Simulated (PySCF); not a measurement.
# Working out the ionisation energy of Cu

Cu [Ar] 3d10 4s1 (2S) → Cu⁺ [Ar] 3d10 (1S). Computed with PySCF 2.14 in aug-cc-pVTZ-PP with ECP10MDF (6s6p5d3f2g, 88 functions), with scalar relativity through the core potential. Frozen: 3s2 3p6. Energies in hartree (1 hartree = 27.21139 eV):

| part | Cu (lower) | Cu⁺ (upper) |
| --- | --- | --- |
| UHF | -196.175888 | -195.933901 |
| MP2 opposite-spin | -0.336545 | -0.313735 |
| MP2 same-spin | -0.193865 | -0.177831 |

Q: What does Hartree-Fock give?

A: (-195.933901) − (-196.175888) = 0.241987 hartree = 6.585 eV.

Q: What do MP2 and SCS-MP2 (6/5 opposite-spin, 1/3 same-spin) give?

A: The opposite-spin parts differ by 0.621 eV and the same-spin parts by 0.436 eV. MP2: 6.585 + (0.621) + (0.436) = 7.642 eV. SCS-MP2: 6.585 + 1.2 × (0.621) + (0.436)/3 = 7.476 eV.

Measured between the centres of the two terms (NIST): 7.726 eV, so MP2 (valence) is off by -0.084 eV.

What remains against the reference includes basis incompleteness, the frozen core and correlation beyond second order.
